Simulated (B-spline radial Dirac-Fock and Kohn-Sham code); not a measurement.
# Br⁺ in Watson spheres of different radius

Model: ΔSCF Dirac-Fock with Breit, self-energy and vacuum polarisation, finite nucleus, configuration average. Program: a radial finite-basis atomic code. The ion, [Ar] 3d10 4s2 4p4, sits in a hollow sphere of charge Q = -1, a simple model of the Madelung potential. Inside the sphere an electron's potential energy is raised by the constant 14.40·|Q|/R eV, so binding energies fall by about that much as long as the orbitals stay inside.

```
radius (Å)  14.40 |Q|/R (eV)  1s (eV)  2s (eV)  2p1/2 (eV)  3s (eV)  3p1/2 (eV)  3d3/2 (eV)  3d5/2 (eV)  4s (eV)  4p (eV)
         2              7.20  13487.3   1801.9      1611.0    273.5       206.3       82.79       81.76    29.49    14.66
         3              4.80  13489.7   1804.3      1613.3    275.9       208.7       85.12       84.09    31.84    17.00
```

From the smallest to the largest radius 1s moves by +2.3 eV, while the constant potential alone would give +2.4 eV; the difference comes from charge outside the sphere and its screening.

Values without a named source are computed, but for edge energies of neutral atoms, which are taken from tables.
